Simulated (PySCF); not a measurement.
CHS2, SMILES C(=[SH+])=S, charge +1.

Geometry optimised at B3LYP-D3(BJ)/def2-TZVP. The isomer is the one that the SMILES or the coordinates give; other isomers of the formula were not compared.

Level of theory: M06-2X/def2-TZVPD in PySCF.

Symmetry labels are those of the subgroup Cs that the program uses (full group Cs).

Computed valence orbital energies around the gap with their symmetry:
| orbital | symmetry | energy (eV) |
|---|---|---|
| HOMO−7 | A' | -32.87 |
| HOMO−6 | A' | -30.46 |
| HOMO−5 | A' | -23.28 |
| HOMO−4 | A' | -20.78 |
| HOMO−3 | A' | -19.62 |
| HOMO−2 | A" | -18.90 |
| HOMO−1 | A' | -17.28 |
| HOMO | A" | -15.45 |
| LUMO | A' | -8.31 |
| LUMO+1 | A" | -7.51 |
| LUMO+2 | A' | -4.87 |
| LUMO+3 | A' | -4.42 |
